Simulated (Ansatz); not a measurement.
`[OH][In]([SH])[Cl]`, charge 0, multiplicity 1.

(1) Give a relaxed structure at PBE0-D4/def2-TZVP (Ansatz 0.2.0). (Estimate.)

Results:

(1) Ansatz gave: 
Cartesian coordinates in Å:
```
O 1.467 -0.633 -0.491
In -0.377 -0.220 0.064
S -1.030 1.976 0.595
Cl -1.850 -2.007 0.162
H 1.587 -1.569 -0.675
H 0.203 2.453 0.346
```
Point group Cs.
